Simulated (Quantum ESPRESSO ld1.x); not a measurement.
Problem. The mean radii <r> (bohr) of the occupied orbitals of an atom or ion are listed with their occupations. All-electron calculation, scalar-relativistic Kohn-Sham, LDA (Slater exchange, Perdew-Wang correlation), spin-polarised, spherical densities, point nucleus. Program: ld1.x of Quantum ESPRESSO 7.5.

| orbital | occ. | <r> |
|---|---|---|
| 1s up | 1 | 0.02192 |
| 1s down | 1 | 0.02192 |
| 2s up | 1 | 0.09326 |
| 2s down | 1 | 0.09326 |
| 2p up | 3 | 0.08231 |
| 2p down | 3 | 0.08231 |
| 3s up | 1 | 0.2421 |
| 3s down | 1 | 0.2421 |
| 3p up | 3 | 0.2400 |
| 3p down | 3 | 0.2399 |
| 3d up | 5 | 0.2172 |
| 3d down | 5 | 0.2172 |
| 4s up | 1 | 0.5009 |
| 4s down | 1 | 0.5009 |
| 4p up | 3 | 0.5143 |
| 4p down | 2 | 0.5144 |

Name the element and its charge. Open shells, if any, are filled with parallel spins first.

Solution. Z = 64, gadolinium, charge +29: Gd29+ in [Ar] 3d10 4s2 4p5. The 1s radius gives Z: for a bare nucleus <r> = (2 gamma + 1)/(2Z) with gamma = sqrt(1 - (Z/c)^2), 0.02163 bohr for Z = 64, and screening makes it slightly larger (0.02192 here). The occupations add up to 35, and the charge is Z minus that.
